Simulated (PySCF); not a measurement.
# Excitation energy of Cl²⁺ by level of theory

Cl²⁺ [Ne] 3s2 3p3 (4S) → Cl²⁺ [Ne] 3s2 3p2 4s1 (4P), as a difference of total energies. All numbers are calculated (PySCF 2.14, no relativity, point nucleus, in dyall-acv3z (19s12p6d4f, 113 functions)). Correlated levels: valence: [Ne] frozen; virtual orbitals above 40 to 60 times the deepest correlated orbital energy dropped. The calculations carry no spin-orbit coupling.

| method | excitation energy (eV) |
| --- | --- |
| UHF | 21.579 |
| MP2 (valence) | 21.761 |
| SCS-MP2 (valence) | 21.682 |
| CCSD (valence) | 21.673 |
| CCSD(T) (valence) | 21.650 |

**Question.** How much does correlation contribute at CCSD(T) (valence)?

**Answer.** 21.650 − (21.579) = 0.071 eV, measured against UHF.

A first-order spin-orbit estimate (lowest level to lowest level, LS coupling) adds -0.081 eV.

The promoted electron is Rydberg-like, and one or two diffuse shells describe it only roughly, which tends to raise the upper state.

The coupled-cluster amplitudes are large for the upper state (T1 above 0.03 or a double amplitude above 0.15), so a single reference is strained.
